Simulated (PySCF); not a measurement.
## Adding and removing an electron: CuH

B3LYP; PySCF, no relativity, basis sets Cu def2-TZVPPD, H def2-TZVPPD. Neutral (UKS): singlet (closed shell), Re = 1.480 Å, ωe = 1882 cm⁻¹, De = 2.72 eV, HOMO -6.56 eV, LUMO -2.36 eV.

CuH⁺ (UKS): doublet (σ ↑), Re = 1.497 Å, ωe = 1701 cm⁻¹, De = 1.21 eV to Cu⁺ (3d10) + H. The energies at the minima are -1641.14468 hartree for CuH and -1640.79355 for CuH⁺.

Task: Work out the adiabatic ionisation energy, without and with harmonic zero-point energies (1 hartree = 27.2114 eV, 1 eV = 8065.5 cm⁻¹), and the change of the bond length.

Result: At B3LYP: 0.35113 hartree = 9.555 eV between the minima; the zero-point term (1701.0 − 1882.0)/2 cm⁻¹ = -0.011 eV makes it 9.544 eV. Re changes by +1.7 pm against the neutral. Minus the HOMO energy is 6.56 eV, -2.99 eV from the value between the minima; self-interaction puts the Kohn–Sham level too high, less so with exact exchange. The electron leaves a σ orbital, and the longer bond of the ion fits a bonding orbital, or a change in how ionic the bond is.

For an ion De counts to the pair picked by the measured ionisation energies or electron affinities, which need not be the lowest pair at this level. The state is the lowest single determinant that the PBE0 search found; with open d or f shells the true ground state can be another one.
